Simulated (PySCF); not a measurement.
## Shapes and spin states of RuO(OH)₂

Method: PBE0/[Ru def2-TZVP with ECP28, O def2-TZVP, H def2-TZVP], scalar-relativistic core potentials, density fitting, no spin–orbit coupling, PySCF.

Relaxations began from a few typed shapes and spin states; open shells are unrestricted. The search is not exhaustive: other isomers or separated fragments can lie lower, and high-lying points may rest on an excited occupation.

(1) Which is the lowest minimum found?
A. broken-symmetry Ms = 0 C2: O–H 0.966 Å (×2), Ru–O 1.613 Å, Ru–O 1.847 Å (×2); H–O–Ru 113.2° (×2), O–Ru–O 110.8°, O–Ru–O 124.6° (×2)
B. singlet (closed shell, unstable to spin polarisation) Cs: O–H 0.964 Å (×2), Ru–O 1.613 Å, Ru–O 1.846 Å (×2); H–O–Ru 115.7° (×2), O–Ru–O 109.1°, O–Ru–O 125.2° (×2)
C. triplet Cs: O–H 0.961 Å (×2), Ru–O 1.646 Å, Ru–O 1.853 Å, Ru–O 1.860 Å; H–O–Ru 122.1° (×2), O–Ru–O 116.8°, O–Ru–O 121.4°, O–Ru–O 121.8°
D. quintet C2v: O–H 0.961 Å (×2), Ru–O 1.710 Å, Ru–O 1.898 Å (×2); H–O–Ru 120.3° (×2), O–Ru–O 102.3° (×2), O–Ru–O 155.5°
E. triplet C2: O–H 0.963 Å (×2), Ru–O 1.659 Å, Ru–O 1.857 Å (×2); H–O–Ru 116.9° (×2), O–Ru–O 119.3°, O–Ru–O 120.3° (×2)
F. singlet (closed shell, unstable to spin polarisation) C2: O–H 0.967 Å (×2), Ru–O 1.609 Å, Ru–O 1.847 Å (×2); H–O–Ru 113.3° (×2), O–Ru–O 109.8°, O–Ru–O 125.1° (×2)
G. broken-symmetry Ms = 0 (⟨S²⟩ 0.48) Cs: O–H 0.964 Å (×2), Ru–O 1.624 Å, Ru–O 1.851 Å (×2); H–O–Ru 115.2° (×2), O–Ru–O 112.0°, O–Ru–O 124.0° (×2)
H. singlet (closed shell, unstable to spin polarisation) Cs: O–H 0.960 Å, O–H 0.963 Å, Ru–O 1.593 Å, Ru–O 1.873 Å, Ru–O 1.878 Å; H–O–Ru 114.3°, H–O–Ru 124.6°, O–Ru–O 96.3°, O–Ru–O 127.7°, O–Ru–O 136.0°

## Answers

(1) E. The others lie at 8.3 (broken-symmetry Ms = 0 Cs), 13.7 (singlet Cs), 15.5 (broken-symmetry Ms = 0 C2), 16.2 (singlet C2), 46.1 (triplet Cs, a saddle point), 66.5 (singlet Cs, a saddle point), 74.4 (quintet C2v) kJ/mol above it.

For the lowest minimum: open d and f shells are described by one determinant, and the ground state may have another occupation or spin.

The electron or spin density has lower symmetry than the nuclear frame for the broken-symmetry Ms = 0 C2 at 15.5 kJ/mol.
